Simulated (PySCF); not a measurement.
C₂H₆O₂Te. Atoms are numbered in the order given.

```xyz
11

Te     0.0000     0.0000     0.6788
O     -1.3389     0.6600    -0.6321
C     -2.0908    -0.3041    -1.3308
H     -2.6887    -0.9461    -0.6586
H     -2.7802     0.2436    -1.9934
H     -1.4537    -0.9551    -1.9546
O      1.3389    -0.6600    -0.6321
C      2.0908     0.3041    -1.3308
H      2.6887     0.9461    -0.6586
H      2.7802    -0.2436    -1.9934
H      1.4537     0.9551    -1.9546
```

The structure is a stationary point at PBE0-D3(BJ)/def2-SVP. The def2 effective core potentials stand for the cores of Te; spin–orbit coupling is left out. Other conformers were not sampled.

Level of theory: TDA-M06-2X/def2-SVPD in PySCF.

Vertical excitations. The molecule is in vacuum. State labels are in the subgroup C2.

Computed excitation energies, oscillator strengths and character:
```csv
state,symmetry,energy (eV),λ (nm),f,main pairs
S1,A,3.00,414,0.000,HOMO→LUMO 95 %
S2,B,3.95,314,0.005,HOMO→LUMO+1 91 %
S3,B,5.47,227,0.007,"HOMO−1→LUMO 56 %, HOMO−2→LUMO+1 30 %"
S4,A,5.47,226,0.003,"HOMO−2→LUMO 71 %, HOMO−1→LUMO+1 15 %"
S5,B,5.84,212,0.129,HOMO→LUMO+2 95 %
S6,A,6.06,204,0.030,"HOMO−1→LUMO+1 66 %, HOMO−2→LUMO 19 %"
S7,A,6.43,193,0.025,HOMO→LUMO+3 95 %
S8,A,6.49,191,0.006,HOMO→LUMO+4 92 %
S9,B,6.57,189,0.006,HOMO→LUMO+5 90 %
S10,B,6.62,187,0.177,"HOMO−3→LUMO 39 %, HOMO−1→LUMO 25 %, HOMO−2→LUMO+1 22 %"
T1,A,2.28,545,0,HOMO→LUMO 92 %
T2,B,2.91,426,0,HOMO→LUMO+1 84 %
T3,B,4.84,256,0,HOMO−1→LUMO 76 %
T4,A,5.05,246,0,"HOMO−2→LUMO 45 %, HOMO−1→LUMO+1 32 %"
```
Triplets are in the Tamm–Dancoff approximation.
